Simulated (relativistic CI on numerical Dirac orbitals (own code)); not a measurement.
Method of calculation: Dirac-Coulomb-Breit CI, orbitals from a KLI potential per configuration, a model potential for QED, unscaled Slater integrals (own radial code, finite nucleus).

The strongest absorption lines from the ground level of an ion, among the configurations computed and to levels below about 5400 eV (vacuum wavelength in nm, gf): 0.30307 (0.62), 0.34034 (0.048), 0.34776 (1.8), 0.35294 (0.097), 0.40372 (0.35), 1.3844 (0.72), 2.6950 (0.51), 4.3498 (0.011).

Q: Which ion is it?
A. Ir LX
B. Hf LV
C. Pb LXV
D. Fr LXX

A: C. Pb LXV has 18 electrons and the ground level 3s2 3p6 1S_0; the strongest line goes to 3s2 3p5 4d 1P°_1. The pattern of lines fixes the number of electrons, and along that sequence the line energies rise steadily with the charge (about as its square where n changes within one kind of shell, about linearly where n is kept but much faster in heavy ions where fine structure, which grows about as Z⁴, sets the gap, and irregularly where shells cross), which fixes Z. Configurations outside the model, such as inner-shell arrays, can give stronger lines. At this charge energies of transitions that change n are usually good to better than 1 %, and those within a shell (Δn = 0) to a few per cent.

LS names give the leading component of a level, which can be under half, so a name can repeat, a term be missing and a line seem to break the LS rules.
